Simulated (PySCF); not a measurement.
# Computed vibrations of WO(OH)4

WO(OH)4 (singlet). PySCF 2.14.0, RKS BP86, W def2-SVP with ECP60, O def2-SVP, H def2-SVP; non-relativistic Hamiltonian with scalar-relativistic core potentials where named; density fitting; no spin-orbit coupling. Central differences of gradients.

```xyz
10

W     0.0000    0.0000    0.0337
O     0.0000    0.0000    1.7536
O     1.8315    0.2628   -0.5184
H     2.5095   -0.3945   -0.2656
O    -0.2628    1.8315   -0.5184
H     0.3945    2.5095   -0.2656
O    -1.8315   -0.2628   -0.5184
H    -2.5095    0.3945   -0.2656
O     0.2628   -1.8315   -0.5184
H    -0.3945   -2.5095   -0.2656
```

Run from Python with OMP_NUM_THREADS=2. Where DIIS fails, smearing, a level shift and second-order steps follow.
It took 110 s on 2 threads of Arm Neoverse V1 (shared host).

(1) What are the harmonic wavenumbers and infrared intensities?

(2) Is this a minimum?

Answers

(1) Modes are labelled in C4; negative numbers are unstable modes, those under 60 cm⁻¹ near the noise; a finer grid moves soft modes by up to 10 cm⁻¹.
```json
{"cm⁻¹": "-108", "km/mol": "–", "symmetry": "e"}
{"cm⁻¹": "-108", "km/mol": "–", "symmetry": "e"}
{"cm⁻¹": "30", "km/mol": "0.0", "symmetry": "b"}
{"cm⁻¹": "225", "km/mol": "2.0", "symmetry": "a"}
{"cm⁻¹": "262", "km/mol": "35.0", "symmetry": "e"}
{"cm⁻¹": "262", "km/mol": "35.0", "symmetry": "e"}
{"cm⁻¹": "276", "km/mol": "0.0", "symmetry": "b"}
{"cm⁻¹": "335", "km/mol": "0.0", "symmetry": "b"}
{"cm⁻¹": "353", "km/mol": "32.5", "symmetry": "e"}
{"cm⁻¹": "353", "km/mol": "32.5", "symmetry": "e"}
{"cm⁻¹": "417", "km/mol": "440.7", "symmetry": "a"}
{"cm⁻¹": "545", "km/mol": "0.0", "symmetry": "b"}
{"cm⁻¹": "581", "km/mol": "385.0", "symmetry": "e"}
{"cm⁻¹": "581", "km/mol": "385.0", "symmetry": "e"}
{"cm⁻¹": "633", "km/mol": "17.4", "symmetry": "a"}
{"cm⁻¹": "654", "km/mol": "0.0", "symmetry": "b"}
{"cm⁻¹": "666", "km/mol": "116.1", "symmetry": "e"}
{"cm⁻¹": "666", "km/mol": "116.1", "symmetry": "e"}
{"cm⁻¹": "701", "km/mol": "13.3", "symmetry": "a"}
{"cm⁻¹": "985", "km/mol": "106.3", "symmetry": "a"}
{"cm⁻¹": "3710", "km/mol": "283.5", "symmetry": "e"}
{"cm⁻¹": "3710", "km/mol": "283.5", "symmetry": "e"}
{"cm⁻¹": "3710", "km/mol": "0.0", "symmetry": "b"}
{"cm⁻¹": "3714", "km/mol": "0.9", "symmetry": "a"}
```

(2) No: 2 unstable; the lowest moves the atoms so:
```
W    0.00 -0.02  0.00
O    0.02 -0.04  0.00
O   -0.01  0.14 -0.01
H    0.09  0.40  0.38
O   -0.04 -0.01 -0.02
H    0.21 -0.14 -0.33
O   -0.01  0.14  0.01
H    0.09  0.40 -0.38
O   -0.04 -0.01  0.02
H    0.21 -0.14  0.33
```
